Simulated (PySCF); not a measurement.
An unknown shows these calculated signals:

¹H NMR (300 MHz, computed): δ 6.38 (d, 1H), 6.09 (q, 1H), 5.61 (br s, 1H), 5.45 (d, 1H), 2.08 (s, 3H), 1.91 (d, 3H).

¹³C{¹H} NMR (computed): δ 167.8 (C), 154.9 (CH), 149.6 (CH), 145.4 (C), 119.3 (CH), 17.6 (CH3), 16.1 (CH3).

PySCF 2.14.0 with density-fitted response routines calculation with PBE0-D3(BJ)/def2-SVP geometry and NMR shieldings at PBE0/pcSseg-1/GIAO; one computed conformer, no solvent, one averaged value for each set of equivalent atoms, non-relativistic Hamiltonian.

δ = σ(ref) − σ, references computed at the same level: ¹H (σ = 31.27 ppm), ¹³C (σ = 184.41 ppm) vs TMS.

**Question.** Which of these does the molecule contain: an OH group, a CH3CH2 unit, a ketone, a non-aromatic C=C double bond, a carboxylic acid, a vinyl group CH=CH2?

**Answer.** 
- An OH group: yes (δH 5.61 (br s)).
- A CH3CH2 unit: no.
- A ketone: no.
- A non-aromatic C=C double bond: yes.
- A carboxylic acid: yes (δC 167.8; δH 5.61 (br s)).
- A vinyl group CH=CH2: no.

The data belong to SMILES C(/C)=C(C)\C=C/C(=O)O, C7H10O2; they needn't prove each group on their own.

Carbon signals by region: 1 in the far downfield region (above 160 ppm), 4 in the sp2 and nitrile region (100–160 ppm), 2 below 50 ppm. Above 160 ppm: 167.8, carboxylic acid carbon.

OH/NH shifts are gas-phase values; hydrogen bonding in solution moves them, usually downfield. Shifts are as computed. Against solution values, carbons near 30 ppm lie about +2 ppm off and those near 130 ppm about +5 ppm. Of 1211 compounds with measured shifts, 218 miss one by over three times the rms of a fit or turn the order of signals round; such compounds aren't used in these exercises. Hydrogen bonding in solution deshields acid and N–H amide carbonyl carbons by as much as 10 ppm beyond these values. Multiplicities follow the n + 1 count of equivalent neighbours, as no J values were calculated; m marks all less simple cases, F and P coupling included.
